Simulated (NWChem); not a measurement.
System: C2H5BO3; SMILES C1COB(O)O1

Here is an NWChem input.

```
start job
memory heap 200 mb stack 900 mb global 1100 mb
geometry units angstroms noautosym nocenter noautoz
  O     -0.077434     2.123488     0.020339
  B     -0.031134     0.764585     0.011261
  O     -1.169070    -0.005410     0.002776
  C     -0.758290    -1.371469     0.112664
  C      0.777271    -1.347608    -0.111875
  O      1.141141     0.032911     0.010775
  H      0.814581     2.497418    -0.001427
  H     -1.023196    -1.746073     1.109199
  H     -1.286072    -1.973136    -0.634200
  H      1.055203    -1.702556    -1.111877
  H      1.325007    -1.937321     0.630007
end
basis spherical
  * library pcsseg-1
end
dft
  xc pbe0
  iterations 150
end
property
  shielding
end
task dft property
```

Structure relaxed at the B3LYP/6-31G* (spherical d) level.

GIAO values for the isolated, static molecule; σ is the absolute isotropic shielding, δ = σ(reference) − σ with the isolated reference molecule computed at the same levels (11B: boron trifluoride, 13C: tetramethylsilane, 1H: tetramethylsilane, 17O: water).

Atoms are numbered as in the input.

Problem. Predict the main results of this run. (PBE0/pcSseg-1, GIAO.) Quantities: δ B2 (ppm); δ O3 (ppm); δ C4 (ppm); δ C5 (ppm); δ H7 (ppm); δ H9 (ppm); δ H10 (ppm).

Solution. 
* **δ B2 (ppm)**: 11.9
* **δ O3 (ppm)**: 88.1
* **δ C4 (ppm)**: 69.6
* **δ C5 (ppm)**: 69.2
* **δ H7 (ppm)**: 3.25
* **δ H9 (ppm)**: 4.17
* **δ H10 (ppm)**: 4.14
